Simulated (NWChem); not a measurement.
Molecule: TiH2Cl2; SMILES [Cl][TiH2][Cl]

```xyz
5

Ti     0.0000     0.0000    -0.5974
Cl     1.8904     0.0000     0.4776
Cl    -1.8904     0.0000     0.4776
H      0.0000    -1.3463    -1.6030
H      0.0000     1.3463    -1.6030
```
Atoms are numbered in this order, from 1.

All runs: NWChem. Pople sets run with spherical d functions. Geometry: optimised at B3LYP/6-31G* (spherical d). Vzz is the largest principal value of the second derivative of the potential at the nucleus (NWChem prints the opposite sign); η is the asymmetry. Non-relativistic.

```
level                   Vzz Ti1 (a.u.)  η Ti1  Vzz Cl3 (a.u.)  η Cl3
----------------------  --------------  -----  --------------  -----
PBE/6-31G*                       0.180   0.13           0.373   0.48
PBE/def2-SVP                         …      …               …      …
Hartree-Fock/def2-TZVP          -0.164   0.55           0.359   0.28
```

Task: Some entries are withheld; supply them.

Result: 
- PBE/def2-SVP, Vzz Ti1 (a.u.): 0.190
- PBE/def2-SVP, η Ti1: 0.23
- PBE/def2-SVP, Vzz Cl3 (a.u.): 0.403
- PBE/def2-SVP, η Cl3: 0.40
